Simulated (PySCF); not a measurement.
Compound: CrI5 (doublet state).
Bonds: Cr1–I2, Cr1–I3, Cr1–I4, Cr1–I5, Cr1–I6.

Method used: PBE0-D3(BJ)/def2-SVP geometry optimisation, gas phase, def2 core potentials past Kr (PySCF).

**Question.** How far are the bound atoms from Cr1?

**Answer.** 5 atoms: I4 2.565 Å, I5 2.656 Å, I6 2.657 Å, I2 2.660 Å, I3 2.661 Å.

**Question.** List the angles at Cr1.

**Answer.** 
```
    angle  degrees  distance of the outer atoms (Å)
I2–Cr1–I3    157.8                             5.22
I5–Cr1–I6    156.4                             5.20
I4–Cr1–I5    102.0                             4.06
I4–Cr1–I6    101.6                             4.05
I2–Cr1–I4    101.6                             4.05
I3–Cr1–I4    100.6                             4.02
I3–Cr1–I6    100.4                             4.09
I2–Cr1–I5    100.1                             4.07
I3–Cr1–I5     75.1                             3.24
I2–Cr1–I6     75.1                             3.24
```

**Question.** What is the shape at Cr1?

**Answer.** Square pyramidal: τ5 = (β − α)/60° = 0.02 from the two widest angles, 157.8° and 156.4° (0 for a square pyramid, 1 for a trigonal bipyramid). The Cr–I distances aren't all alike: 2.565 to 2.661 Å. Differences among atoms that C2v makes equivalent are scatter left by the optimiser.

**Question.** What are the rotational constants (commonest isotopes, rigid rotor)?

**Answer.** A = 219.3, B = 163.9, C = 146.7 MHz: an asymmetric top.

Point group: C2v (tolerance 0.08 Å). Charge 0, doublet. ⟨S²⟩ = 2.999 (exact for a doublet: 0.75). Not checked by PBE0-D3(BJ)/def2-SVP frequencies.
